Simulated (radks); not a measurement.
Q: Re, configuration [Xe] 4f14 5d5 6s2. Method: Dirac Kohn-Sham, PBE, spin-unpolarised, spherical densities, point nucleus; open shells fill j = l - 1/2 first; computed with a radial shooting solver on a logarithmic mesh with Libxc functionals. Some entries of the table are withheld. Estimate them.

orbital,occ.,eigenvalue (eV),<1/r> (bohr^-1)
1s1/2,2,-71562.67,88.81
2s1/2,2,-12398.11,21.65
2p1/2,2,(1),(2)
2p3/2,4,(3),(4)
3s1/2,2,(5),7.946
3p1/2,2,(6),7.858
3p3/2,4,(7),6.936
3d3/2,4,-1917.091,6.830
3d5/2,6,-1849.229,6.614
4s1/2,2,-598.4736,3.343
4p1/2,2,(8),3.232
4p3/2,4,(9),2.911
4d3/2,4,-262.3140,2.699
4d5/2,6,-248.8388,2.622
5s1/2,2,-84.6214,1.305
5p1/2,2,-54.5372,1.175
5p3/2,4,-43.5869,1.060
4f5/2,6,-43.1018,2.180
4f7/2,8,-40.5910,2.148
6s1/2,2,-5.8641,0.4119
5d3/2,4,-5.6734,0.7022
5d5/2,1,-4.8057,0.6703

A: 
(1) 2p1/2 eigenvalue (eV): -11861.57
(2) 2p1/2 <1/r> (bohr^-1): 21.60
(3) 2p3/2 eigenvalue (eV): -10421.71
(4) 2p3/2 <1/r> (bohr^-1): 18.04
(5) 3s1/2 eigenvalue (eV): -2869.782
(6) 3p1/2 eigenvalue (eV): -2630.659
(7) 3p3/2 eigenvalue (eV): -2317.966
(8) 4p1/2 eigenvalue (eV): -498.7624
(9) 4p3/2 eigenvalue (eV): -425.8170
